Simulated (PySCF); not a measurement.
## Adding and removing an electron: Cu₂

B2PLYP; Cu def2-TZVPPD; no relativity (PySCF 2.14). Neutral (UKS): singlet (closed shell), Re = 2.272 Å, ωe = 253 cm⁻¹, De = 1.85 eV, HOMO -6.04 eV, LUMO -1.17 eV.

Cu₂⁻ (UKS): doublet (σ ↑), Re = 2.389 Å, ωe = 194 cm⁻¹. The energies at the minima are -3280.70100 hartree for Cu2 and -3280.72547 for Cu₂⁻.

Work out the adiabatic electron affinity, without and with harmonic zero-point energies (1 hartree = 27.2114 eV, 1 eV = 8065.5 cm⁻¹), and the change of the bond length.

At B2PLYP: 0.02447 hartree = 0.666 eV between the minima; the zero-point term (253.0 − 194.0)/2 cm⁻¹ = +0.004 eV makes it 0.670 eV. Re changes by +11.7 pm against the neutral. The electron enters a σ orbital, and the longer bond of the ion fits an antibonding orbital, or a change in how ionic the bond is.

Correlated steps freeze 10 core orbitals. Closed-shell solutions of metal pairs were not tested for spin polarisation, which can lower them a little. The highest Kohn–Sham level is positive in this anion. Much of that is self-interaction error, but it also means that the finite basis helps to hold the extra electron. B2PLYP dipoles, levels and charges come from its SCF part alone. The state is the lowest single determinant that the PBE0 search found; with open d or f shells the true ground state can be another one.
